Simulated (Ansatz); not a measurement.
The cluster PdS₂⁺, relaxed as a doublet with UKS PBE-D4/def2-TZVP in Ansatz, starting from the GFN2-xTB geometry. Force threshold 0.02 eV/Å.

In the def2 sets Pd takes a core potential; there is no spin–orbit coupling. The structure comes from a short search, and lower isomers may exist.

Start:

```xyz
3

Pd    0.593   -0.843    0.226
S    -1.375   -0.450   -0.538
S     0.782    1.293    0.312
```

| step | energy (eV) | largest force component (eV/Å) | SCF passes |
| --- | --- | --- | --- |
| 1 | -25134.1184 | 0.961 | 61 |
| 2 | -25134.6697 | 1.279 | 31 |
| 3 | -25136.1268 | 2.618 | 70 |
| 4 | -25136.2273 | 4.672 | 27 |
| 5 | -25136.5865 | 0.344 | 29 |
| 6 | -25136.5898 | 0.037 | 24 |
| 7 | -25136.5898 | 0.005 | 17 |

Force components are those of the run's own axes.

End:

```xyz
3

Pd    0.767   -1.096    0.292
S    -1.104   -0.033   -0.430
S     0.337    1.130    0.138
```

Bonds formed: S2–S3 (atoms count from 1). The end is the same structure that another start reached, the lowest one found.

No frequencies were taken in this run, so the end may be a saddle point.

Hardware: 4 threads of Intel Xeon on a shared host. Wall time 16 s.
